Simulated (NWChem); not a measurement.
Correlation energy of HBF

SMILES: [BH]F
```xyz
3

B      0.6290    -0.3926     0.0000
F     -0.5341     0.1901     0.0000
H      1.6619     0.2522     0.0000
```
Charge 0, spin multiplicity 2.

Everything below was run with NWChem. The geometry was optimised at UPBE0/def2-SVP, a minimum by its harmonic frequencies.

Basis set: STO-3G. Each correlation energy counts from its own Hartree-Fock reference.

```json
[
 {"method": "UMP2", "correlation energy (mHa)": "-52.3"},
 {"method": "SCS-UMP2", "correlation energy (mHa)": "-53.9"},
 {"method": "CCSD on UHF", "correlation energy (mHa)": "-65.7"},
 {"method": "CCSD[T] on UHF", "correlation energy (mHa)": "-72.0"},
 {"method": "CCSD(T) on UHF", "correlation energy (mHa)": "-70.6"},
 {"method": "CCSD on ROHF", "correlation energy (mHa)": "-66.2"},
 {"method": "CCSD[T] on ROHF", "correlation energy (mHa)": "-72.9"},
 {"method": "CCSD(T) on ROHF", "correlation energy (mHa)": "-71.4"},
 {"method": "CCSDT on ROHF", "correlation energy (mHa)": "-71.7"}
]
```

The values span 20.7 mHa, from CCSD[T] on ROHF (lowest) to UMP2 (highest). 

The correlated methods keep 2 core orbitals frozen. The structure started from a generated list of species. The unpaired electrons of the parent sit in orbitals of symmetry a' (Cs labels of the run); other states weren't searched. The stability of the SCF solutions was not checked. Open-shell Hartree-Fock references start from PBE0 orbitals. Coupled-cluster values serve here as a point of comparison, not as the truth.
